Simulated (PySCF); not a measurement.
## Computed vibrations of [Dy(H2O)3]3+

[Dy(H2O)3]3+ (singlet in the valence; each metal's 4f electrons, 9 of them, lie in its core potential, out of spins and levels). PySCF 2.14.0, RKS PBE0, Dy lcecp-1-SVP with ECP55, O def2-SVP, H def2-SVP; non-relativistic Hamiltonian with scalar-relativistic core potentials where named; density fitting; no spin-orbit coupling. Central differences of gradients.

```xyz
10

Dy    0.0000    0.0000    0.0000
O     2.2608    0.0000    0.0000
H     2.8785    0.0000    0.7714
H     2.8785    0.0000   -0.7714
O    -1.1304    1.9579    0.0000
H    -1.4392    2.4929    0.7714
H    -1.4392    2.4929   -0.7714
O    -1.1304   -1.9579    0.0000
H    -1.4393   -2.4929    0.7714
H    -1.4393   -2.4929   -0.7714
```

Run from Python with OMP_NUM_THREADS=2. Where DIIS fails, smearing, a level shift and second-order steps follow.
It took 44 s on 2 threads of Arm Neoverse V2, on a shared host.

Problem. What are the harmonic wavenumbers and infrared intensities?

Solution. Modes are labelled in D3h; negative numbers are unstable modes, those under 60 cm⁻¹ near the noise; a finer grid moves soft modes by up to 10 cm⁻¹.
| cm⁻¹ | km/mol | symmetry |
| --- | --- | --- |
| -202 | – | a1'' |
| -179 | – | e'' |
| -179 | – | e'' |
| -49 | – | a2'' |
| 53 | 5.6 | e' |
| 53 | 5.6 | e' |
| 406 | 0.0 | a1' |
| 411 | 25.6 | e' |
| 411 | 25.6 | e' |
| 632 | 0.0 | e'' |
| 632 | 0.0 | e'' |
| 647 | 0.0 | a2' |
| 650 | 277.9 | a2'' |
| 676 | 580.2 | e' |
| 676 | 580.2 | e' |
| 1675 | 220.6 | e' |
| 1675 | 220.6 | e' |
| 1679 | 0.0 | a1' |
| 3568 | 857.3 | e' |
| 3568 | 857.3 | e' |
| 3587 | 0.0 | a1' |
| 3600 | 0.0 | e'' |
| 3600 | 0.0 | e'' |
| 3603 | 1345.4 | a2'' |

Problem. Is this a minimum?

Solution. No: 4 unstable; the lowest moves the atoms so:
```
Dy   0.00  0.00  0.00
O    0.00  0.00  0.00
H    0.00 -0.41  0.00
H    0.00  0.41  0.00
O    0.00  0.00  0.00
H    0.35  0.20  0.00
H   -0.35 -0.20  0.00
O    0.00  0.00  0.00
H   -0.35  0.20  0.00
H    0.35 -0.20  0.00
```

An lcecp potential fixes the number of 4f electrons, so in runs with it no electron can move into or out of that shell.
